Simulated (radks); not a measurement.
Values are calculated unless marked as measured or tabulated.
Valence configurations of Sn I (all share [Kr]). Code: a radial shooting solver on a logarithmic mesh with Libxc functionals. Model: Dirac Kohn-Sham, PBE, spin-unpolarised, spherical densities, finite nucleus; open shells fill j = l - 1/2 first; Fermi nuclear charge, rms radius 4.6519 fm. Energies are relative to 4d10 5s2 5p2; eigenvalues in eV.

| valence | E (eV) | e(4d3/2) | e(4d5/2) | e(5p1/2) | e(5p3/2) | e(5s1/2) |
|---|---|---|---|---|---|---|
| 4d10 5s2 5p2 | 0.000 | -26.113 | -25.073 | -3.831 | - | -10.321 |
| 4d10 5s1 5p3 | 7.065 | -27.688 | -26.643 | -4.533 | -4.056 | -11.254 |
| 4d9.5 5s2 5p2.5 | 11.424 | -29.043 | -27.974 | -4.455 | -3.956 | -11.338 |
| 4d9 5s2 5p3 | 24.018 | -31.956 | -30.859 | -5.060 | -4.500 | -12.317 |
| 4d9 5s1.5 5p3.5 | 27.956 | -32.680 | -31.581 | -5.381 | -4.802 | -12.736 |
| 4d9 5s1 5p4 | 31.951 | -33.384 | -32.282 | -5.689 | -5.091 | -13.137 |
| 4d9 5p5 | 40.103 | -34.735 | -33.629 | -6.272 | -5.639 | - |
| 4d8 5s2 5p4 | 52.723 | -37.756 | -36.603 | -6.234 | -5.550 | -14.184 |
| 4d8 5s1 5p5 | 61.457 | -39.080 | -37.922 | -6.814 | -6.095 | -14.927 |
| 4d7 5s2 5p5 | 86.130 | -43.542 | -42.332 | -7.373 | -6.568 | -15.964 |

NIST lists [Kr] 4d10 5s2 5p2 as the ground configuration; this level of theory agrees among the configurations tried. The energies are those of spherical spin-averaged densities, not of single terms.
